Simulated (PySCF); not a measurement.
O3S, SMILES O=S(=O)=O (connectivity only; charge and spin as stated), charge -1, multiplicity 2. Geometry optimised at PBE-D3(BJ)/def2-SVPD. The multiplicity is an assumed one; other spin states were not compared.

Method: PBE-D3(BJ)/def2-SVPD (PySCF 2.14.0).

Harmonic wavenumbers (cm⁻¹): 412, 412, 509, 873, 1025, 1025. Rotational constants (GHz): 9.066, 9.066, 4.788; symmetry number 3.

**Question.** Work out the zero-point energy and the ideal-gas rigid-rotor harmonic-oscillator thermochemistry at 298.15 K and 1 atm.

**Answer.** ZPE = ½ Σ hcν = ½ × 4256 cm⁻¹ = 25.46 kJ/mol. H − E(el) = 37.84 kJ/mol. Entropy in J/(mol K): translation 163.41, rotation 92.19, vibration 11.70, spin 5.76, total 273.06. G − E(el) = -43.57 kJ/mol. Cp = 55.67 J/(mol K).
